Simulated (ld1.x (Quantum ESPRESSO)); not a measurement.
## How hard is this Ar ultrasoft potential?

ld1.x (Quantum ESPRESSO) 7.5 input, shortened:

```
&input
   title='Ar', zed=18., rel=1, dft='REVPBE', iswitch=3,
   config='[Ar] 3d-2'
 /
 &inputp
   pseudotype=3, tm=.true., lloc=-2, rcloc=1.20,
   nlcc=.true., rcore=0.80,
   which_augfun='PSQ', rmatch_augfun_nc=.true.
 /
6
3S  1  0   2.00   0.00  1.05  1.30  0.0
3S  1  0   0.00  -1.10  1.05  1.30  0.0
3P  2  1   6.00   0.00  0.75  1.00  0.0
3P  2  1   0.00   1.30  0.75  1.00  0.0
3D  3  2  -2.00   0.50  1.05  1.25  0.0
3D  3  2  -2.00   2.25  1.05  1.25  0.0
 &test
   configts(1)='3s2 3p6'
 /
```

The pseudo-atom Hamiltonian at the reference potential is diagonalised in spherical Bessel functions j_l(qr) that vanish at 20 bohr, with q² up to the cutoff. All-electron valence levels (Ry): 3s -1.7837, 3p -0.7519.

Problem. How do the lowest levels (Ry) of each channel move with the cutoff, and are there ghosts?

Solution.

| cutoff (Ry) | s #1 | p #1 | p #2 | d #1 | f #1 | f #2 | Σ f·Δε (mRy) |
| --- | --- | --- | --- | --- | --- | --- | --- |
| 8 | -1.7764 | -0.6266 | 0.0351 | 0.0756 | 0.1192 | 0.2564 | 767.0 |
| 12 | -1.7774 | -0.7222 | 0.0335 | 0.0755 | 0.1192 | 0.2564 | 191.3 |
| 18 | -1.7817 | -0.7458 | 0.0331 | 0.0755 | 0.1192 | 0.2564 | 41.5 |
| 21 | -1.7828 | -0.7463 | 0.0330 | 0.0755 | 0.1192 | 0.2564 | 36.2 |
| 30 | -1.7833 | -0.7474 | 0.0330 | 0.0754 | 0.1192 | 0.2564 | 28.7 |
| 40 | -1.7835 | -0.7498 | 0.0330 | 0.0754 | 0.1192 | 0.2564 | 14.0 |
| 50 | -1.7837 | -0.7513 | 0.0330 | 0.0754 | 0.1192 | 0.2564 | 4.3 |
| 60 | -1.7837 | -0.7517 | 0.0330 | 0.0754 | 0.1192 | 0.2564 | 1.9 |
| 70 | -1.7837 | -0.7518 | 0.0330 | 0.0754 | 0.1192 | 0.2564 | 1.6 |
| 90 | -1.7837 | -0.7519 | 0.0330 | 0.0754 | 0.1192 | 0.2564 | 0.9 |
| 110 | -1.7837 | -0.7519 | 0.0330 | 0.0754 | 0.1192 | 0.2564 | 0.3 |
| 400 | -1.7838 | -0.7520 | 0.0330 | 0.0754 | 0.1192 | 0.2564 | 0.0 |

Result: no extra level below or beside the all-electron valence levels (s, p, d, f tested); 10 mRy is reached at 45 Ry and 1 mRy at 90 Ry.
